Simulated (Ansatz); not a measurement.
Stepwise reaction of aluminium trichloride with methanol, as a gas-phase model of exchange steps in deposition or etching. ΔE in kJ/mol.

Program: Ansatz. Geometries: PBE0-D4/def2-TZVP. ΔE: electronic, gas phase. CBS: MP2 limit from def2 TZ/QZ plus the TZ coupled-cluster correction, frozen cores. This one scheme is used for every species. DFT in def2-TZVPP. B3LYP here is the variant with VWN-RPA as its local correlation; programs differ in this. One conformer a species, not always the lowest.

| step | reaction | PBE-D4 | B3LYP-D4 | ωB97M-V | CCSD(T)/CBS |
| --- | --- | --- | --- | --- | --- |
| 1 | `[Cl][Al]([Cl])[Cl]` + CH₃OH → `C[O][Al]([Cl])[Cl]` + HCl | 24.7 | 18.0 | 22.2 | 22.4 |
| 2 | `C[O][Al]([Cl])[Cl]` + CH₃OH → `C[O][Al]([Cl])[O]C` + HCl | 30.2 | 23.7 | 28.0 | 28.2 |
| 3 | `C[O][Al]([Cl])[O]C` + CH₃OH → `C[O][Al]([O]C)[O]C` + HCl | 35.3 | 29.3 | 33.8 | 33.9 |

Question: By hand: ΔE of the 3 steps together at CCSD(T)/CBS.

Answer: (22.4) + (28.2) + (33.9) = 84.5 kJ/mol, or 28.2 kJ/mol a step.

In ΔE each step is higher than the one before. All are uphill at CCSD(T)/CBS. PBE-D4 differs from CCSD(T)/CBS by 1.4 to 2.3 kJ/mol a step. Isolated molecules leave out the surface, adducts and barriers. Largest T1 diagnostic: 0.012.
